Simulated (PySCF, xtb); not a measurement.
FH₄N₂NbS, SMILES [NH2][Nb](=[S])([F])[NH2], multiplicity 1. One conformer was computed; it need not be the lowest.

Harmonic wavenumbers (cm⁻¹) from GFN2-xTB (xtb) at its own minimum, in rising order: 106, 116, 150, 151, 169, 215, 291, 384, 470, 526, 530, 553, 563, 574, 585, 1484, 1487, 3286, 3287, 3315, 3316.

Task: What does PBE-D3(BJ)/def2-SVP in PySCF give at its own minimum? (Estimate from the structure and the level; the computed values follow.)

Result: 149, 151, 177, 178, 194, 207, 363, 460, 498, 509, 516, 582, 667, 682, 683, 1443, 1447, 3449, 3452, 3551, 3551. Paired by order, the mean absolute difference is 76 cm⁻¹ and the zero-point energies are 30.8 and 32.8 kcal/mol.
